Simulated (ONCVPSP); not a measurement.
Bi, ONCV: configuration errors across variants

bismuth, optimised norm-conserving Vanderbilt (ONCV), made with ONCVPSP 4.0.1 (LDA (Perdew-Wang 92), fully relativistic). Core [Kr] 4d10 4f14, reference 5s2 5p6 5d10 6s2 6p3. Waves: 5s+6s: rc 1.55 bohr, ncon 4, nbas 9, qcut 10.1 1/bohr, 2 projectors; 5p+6p: rc 1.50 bohr, ncon 5, nbas 9, qcut 8.4 1/bohr, 2 projectors; 5d: rc 1.25 bohr, ncon 5, nbas 9, qcut 8.4 1/bohr, 2 projectors, debl 1.2 Ha. Local part: polynomial inside 0.85 bohr (lpopt 2, dvloc0 3 Ha). Core correction: Teter function, fcfact 2.25, rcfact 1.15.

Open shells are filled in proportion to 2j + 1.

All-electron excitation energies from the reference (eV): (1) 5s2 5p6 5d10 6s2 6p2 8.299; (2) 5s2 5p6 5d10 6s2 6p1 24.039; (3) 5s2 5p6 5d10 6s2 6p0 47.968; (4) 5s2 5p6 5d10 6s1 6p4 9.946.

2 further variants failed, have other tests or another functional or relativity, and are left out.

A true bound ghost makes a file unfit for plane-wave use even where its test errors are small: the radial tests pick states by their node count and pass the ghost by.

Errors AE − PS in meV (a dash: test not solved or not reliable):

```csv
change,(1),(2),(3),(4),bound ghosts,GHOST(+) flags above zero
base,+0.4,+0.6,+0.3,-1.2,none,none
core correction none,+0.4,+0.7,+0.5,-0.9,none,none
"local potential polynomial inside 0.85 bohr (lpopt 2, dvloc0 -3 Ha)",+0.4,+0.7,+0.3,-1.2,none,s
d: debl 5.5,+0.4,+0.6,+0.3,-1.2,none,none
"core correction Teter function, fcfact 2.25, rcfact 1.48",+0.4,+0.6,+0.1,-1.4,none,none
s: qcut 14; p: qcut 11.7; d: qcut 11.7,+0.4,+0.6,–,-0.3,s,none
d: rc 0.96,+0.4,+0.6,+0.3,-1.2,"d5/2, d3/2","d5/2, d3/2"
d: qcut 11.7,+0.4,+0.6,+0.1,-1.2,none,none
p: nbas 10,+0.4,+0.6,+0.1,-1.2,none,none
```

Q: Give the same row for: s: nproj 3.

A: +0.4, +0.6, +0.2, -1.2; bound ghosts: none; GHOST(+) flags above zero: s.
